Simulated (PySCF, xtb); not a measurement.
3-fluoropenta-1,2,4-triene (C₅H₅F), SMILES C(F)(=C=C)C=C.

GFN2-xTB in xtb at its own geometry gives an orbital gap of 3.67 eV and a dipole moment of 2.37 D.

Geometry optimised at PBE0-D3(BJ)/def2-SVP. One conformer was computed; it need not be the lowest.

Problem. What does r2SCAN/def2-TZVP run with PySCF give? (Estimate from the structure and the level; the computed values follow.)

Solution. gap 4.18 eV (levels -5.88 and -1.70 eV), dipole 1.58 D.
